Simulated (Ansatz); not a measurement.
A CCSD(T) single point on `C[C]1=[CH][AlH]1`.

```yaml
crystal:
  periodic: [false, false, false]
  atoms:
    - {symbol: C, position_ang: [0.273575, 0.856959, -1.066044]}
    - {symbol: C, position_ang: [-0.036880, 0.035845, 0.129505]}
    - {symbol: C, position_ang: [0.034560, -1.319837, 0.305317]}
    - {symbol: Al, position_ang: [-0.544892, -0.481370, 1.845643]}
    - {symbol: H, position_ang: [0.600272, 0.245459, -1.914571]}
    - {symbol: H, position_ang: [-0.601856, 1.437347, -1.371481]}
    - {symbol: H, position_ang: [1.058580, 1.584051, -0.838501]}
    - {symbol: H, position_ang: [0.345352, -2.054359, -0.438985]}
    - {symbol: H, position_ang: [-1.040212, -0.350394, 3.332017]}
basis:
  gaussian: {orbitals: def2-SVP}
correlation: {method: ccsd_t}
```

```sh
$ ansatz run in.yaml --threads 2 --pin off --events-out ev --progress --plain --max-ram 4352MiB
```

Log, shortened:

```
Functional definition: HF
856 factors; integrals over basis functions are off by at most 1.5e-3 eV
mean field evaluation 1: about -9743.4402 eV, gradient 3.2e1 eV
mean field evaluation 2: about -9743.4490 eV, gradient 3.2e1 eV
mean field evaluation 4: about -9746.8092 eV, gradient 3.5e0 eV
mean field evaluation 8: about -9746.8654 eV, gradient 2.6e-4 eV
mean field -9746.86543526 eV, -358.1906980830 hartree, gradient 2.3e-6 eV, S^2 0.000000; 0 other end points of the search recorded, 0 dependent functions left out
8 core orbitals not correlated: weight in the atoms' cores, before any rotation towards them, 1.000 or more for the frozen orbitals, at most 0.000 for the correlated occupied ones
reference -9746.86543526 eV, -358.1906980830 hartree; 10, 10 occupied and 67, 67 virtual orbitals, 856 factors
second order -12.54004043 eV of doubles, -0.00000000 eV of singles
cycle   1  -13.12334212 eV  change   -5.8e-1 eV  update   8.9e-2
cycle   2  -13.53912328 eV  change   -4.2e-1 eV  update   2.9e-2
cycle   3  -13.61472918 eV  change   -7.6e-2 eV  update   1.3e-2
cycle   4  -13.61280478 eV  change    1.9e-3 eV  update   4.0e-3
cycle   5  -13.61296540 eV  change   -1.6e-4 eV  update   1.5e-3
cycle   6  -13.61267653 eV  change    2.9e-4 eV  update   5.4e-4
cycle   7  -13.61268719 eV  change   -1.1e-5 eV  update   1.6e-4
cycle   8  -13.61271466 eV  change   -2.7e-5 eV  update   5.6e-5
cycle   9  -13.61270885 eV  change    5.8e-6 eV  update   1.8e-5
perturbative correction -0.52504440 eV, -0.0192950260 hartree
Total energy: -9761.00318851 eV, -358.7102509323 hartree
```

It took 2.5 s on 2 threads of an Arm Neoverse V1 on a shared host, with 0.26 GiB of host memory at the peak.

MP2 recovers 88.7 % of the CCSD(T) correlation energy and the triples give 3.7 %; T1 = 0.0133.
